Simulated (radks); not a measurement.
The numbers below are computed, except where a source is named.
Task: The ytterbium ion Yb+, 69 electrons, occupied as [Xe] 4f14 6s1. Level of theory: scalar-relativistic Kohn-Sham, PBE, spin-polarised, spherical densities, finite nucleus; open shells are filled with parallel spins first (spin-orbit coupling, left out, can overturn this in heavy ions); Fermi nuclear charge, rms radius 5.3108 fm; hard spherical wall at 20 bohr (a radial shooting solver on a logarithmic mesh with Libxc functionals). Some entries of the table are withheld. Estimate them.

orbital,occ.,eigenvalue (eV),<r^2> (bohr^2),<r> (bohr)
1s up,1,-61233.85,0.0005300,0.01966
1s down,1,-61233.84,0.0005300,0.01966
2s up,1,-10380.60,0.008211,0.08334
2s down,1,-10380.60,0.008211,0.08334
2p up,3,-9151.041,0.006714,0.07415
2p down,3,-9151.036,0.006714,0.07415
3s down,1,-2344.936,0.05369,0.2167
3s up,1,-2344.931,0.05369,0.2167
3p down,3,-1974.146,0.05419,0.2162
3p up,3,-1974.141,0.05419,0.2162
3d down,5,-1522.347,0.04510,0.1961
3d up,5,-1522.344,0.04509,0.1961
4s down,1,-466.6597,0.2688,0.4879
4s up,1,-466.6497,0.2688,0.4879
4p down,3,-344.9366,0.3057,0.5183
4p up,3,-344.9287,0.3057,0.5183
4d down,5,-184.6211,0.3644,0.5601
4d up,5,-184.6177,0.3645,0.5601
5s up,1,-61.7148,1.649,1.209
5s down,1,-61.6469,1.644,1.208
5p up,3,-34.2591,2.404,1.450
5p down,3,-34.1139,2.381,1.444
4f up,7,-9.7299,0.8710,(1)
4f down,7,-9.6974,0.8502,(2)
6s up,1,(3),14.01,3.526
6s down,0,(4),13.51,3.463
5d up,0,-6.7197,9.777,2.829
5d down,0,-6.0705,8.872,2.701
6p up,0,-5.8167,24.13,4.625

Result: 
(1) 4f up <r> (bohr): 0.7889
(2) 4f down <r> (bohr): 0.7832
(3) 6s up eigenvalue (eV): -9.6253
(4) 6s down eigenvalue (eV): -8.7180
